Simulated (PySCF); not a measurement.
# Frontier orbitals and the lowest excitations

Compound: InH2(SiH3).
Geometry (PBE0-D3(BJ)/def2-SVP, Å), atoms numbered from 1 in this order:
```
atom  x, y, z in Å
In1    0.7246    1.2661    0.0127
H2     2.4613    1.2962    0.0428
H3    -0.1287    2.7784   -0.0409
Si4   -0.5614   -0.9807    0.0126
H5    -1.9118   -0.8599    0.6477
H6     0.1871   -2.0635    0.7257
H7    -0.7710   -1.4366   -1.4006
```

Method: TDDFT B3LYP/def2-SVPD, vertical, gas phase, core orbitals frozen in the response, def2 core potentials past Kr (PySCF). Spin–orbit coupling is left out.

Frontier orbitals with the atoms that hold most of them (Löwdin shares over 4%, at most four atoms; ? is withheld):

```
orbital  ε (eV)                             atoms
 HOMO-3   -9.55           Si4 43%, H7 26%, H6 24%
 HOMO-2   -9.54    Si4 43%, H5 32%, H6 11%, H7 9%
 HOMO-1   -7.95                                 ?
   HOMO       ?    Si4 35%, In1 32%, H2 9%, H3 9%
   LUMO   -2.40                                 ?
 LUMO+1   -0.47  In1 30%, Si4 25%, H3 14%, H2 14%
 LUMO+2    0.04    In1 59%, Si4 19%, H7 5%, H5 5%
```

Problem. Give the leading atoms of the HOMO-1.

Solution. In1 (bonded to Si and 2 H) 41%; H3 (bonded to In) 27%; H2 (bonded to In) 27%. By element: hydrogen 54% or more, indium 41%.

Problem. Give the leading atoms of the LUMO.

Solution. In1 (bonded to Si and 2 H) 68%; Si4 (bonded to In and 3 H) 15%; H3 (bonded to In) 7%; H2 (bonded to In) 7%. By element: indium 68%, silicon 15%, hydrogen 14% or more.

Problem. What is the HOMO energy, and the HOMO–LUMO gap?

Solution. ε(HOMO) = -7.19 eV; the gap is 4.79 eV (0.1759 hartree).

Within 0.005 eV of a neighbour in this list lie HOMO-3/HOMO-2 (point group found: Cs); within a degenerate set the shares of single atoms can hang on how the components are chosen.

Problem. The HOMO–LUMO gap is 4.79 eV. Where does the response calculation put the lowest singlet, and from which orbitals?

Solution. S1 is at 3.84 eV (f = 0.0015), 0.95 eV below the gap, made of HOMO→LUMO (100%). 

Problem. One configuration dominates each of S1 and S2. Which, and how do the shares of the two leading atoms of either orbital change from the occupied to the empty one?

Solution. 
- S1 (3.84 eV, f 0.0015), HOMO→LUMO (100%): Si4 35% → 15%, In1 32% → 68%
- S2 (4.49 eV, f 0.0000), HOMO-1→LUMO (100%): In1 41% → 68%, H3 27% → 7%, Si4 at most 4% → 15%

Löwdin shares depend on the basis, the more so with diffuse functions.

The run took 16 s of wall time on an Arm Neoverse V1 with one thread, shared host.
